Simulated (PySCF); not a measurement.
B(F)2(OAc) (C₂H₃BF₂O₂), SMILES FB(OC(=O)C)F.

The structure is a stationary point at ωB97X-D3(BJ)/def2-SVP. The values are those of a single conformer.

Two levels are set side by side: PBE/def2-TZVP (PySCF) and HF/def2-TZVP (PySCF). Same geometry, gas phase. Differences are taken from unrounded values.

| quantity | HF | PBE | PBE minus HF |
|---|---|---|---|
| orbital gap (eV) | 15.92 | 5.12 | -10.80 |
| highest occupied level (eV) | -12.98 | -6.95 | 6.03 |
| lowest empty level (eV) | 2.93 | -1.83 | -4.77 |
| dipole moment (D) | 3.24 | 2.77 | -0.47 |
| mean polarisability (bohr³) | 38.1 | 44.7 | 6.6 |

Without exact exchange PBE keeps part of each electron's self-repulsion, which lifts occupied levels and narrows the gap. Loosely held outer electrons make PBE densities more polarisable. Differences between two approximate levels are no errors against the true value.

Rough cost on one machine, each run with all the roots and properties that it gave: HF against PBE about 1/2.
